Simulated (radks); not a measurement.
Values are calculated unless marked as measured or tabulated.
Correlation energies from several functionals, in hartree. Species: Rh35+ [Ne]; Ar3+ [Ne] 3s2 3p3; Re [Xe] 4f14 5d5 6s2; Zn [Ar] 3d10 4s2; Ag [Kr] 4d10 5s1. Level of theory: non-relativistic Kohn-Sham, exchange-only LDA, spin-polarised, spherical densities, point nucleus (a radial shooting solver on a logarithmic mesh with Libxc functionals). Every spin shell is full or empty, so the densities are truly spherical. Functionals are evaluated on that one density, not self-consistently.

PW92: Rh35+ -1.2692; Ar3+ -1.2290; Re -7.6626; Zn -2.6504; Ag -4.4377
Wigner: Rh35+ -0.55691; Ar3+ -0.71116; Re -3.9430; Zn -1.5839; Ag -2.4899
Chachiyo: Rh35+ -1.2614; Ar3+ -1.2047; Re -7.5723; Zn -2.6094; Ag -4.3775
PBE: Rh35+ -0.44199; Ar3+ -0.56306; Re -4.4700; Zn -1.3984; Ag -2.4683
PBEsol: Rh35+ -0.53000; Ar3+ -0.66288; Re -5.0159; Zn -1.6054; Ag -2.7966
LYP: Rh35+ -0.48906; Ar3+ -0.62027; Re -3.9885; Zn -1.4292; Ag -2.3631
P86: Rh35+ -0.73807; Ar3+ -0.64448; Re -5.0345; Zn -1.5927; Ag -2.7976
AM05: Rh35+ -1.1505; Ar3+ -1.1147; Re -7.2109; Zn -2.4389; Ag -4.1290
OP (B88): Rh35+ -0.51028; Ar3+ -0.59312; Re -3.8955; Zn -1.3739; Ag -2.2922
revTPSS: Rh35+ -0.45168; Ar3+ -0.58274; Re -4.5078; Zn -1.4270; Ag -2.5002
r2SCAN: Rh35+ -0.43760; Ar3+ -0.56958; Re -4.5528; Zn -1.4330; Ag -2.4886
B95: Rh35+ -0.69135; Ar3+ -0.67622; Re -5.5374; Zn -1.6734; Ag -2.9915
Tao-Mo: Rh35+ -0.40705; Ar3+ -0.51721; Re -4.3651; Zn -1.3335; Ag -2.3821
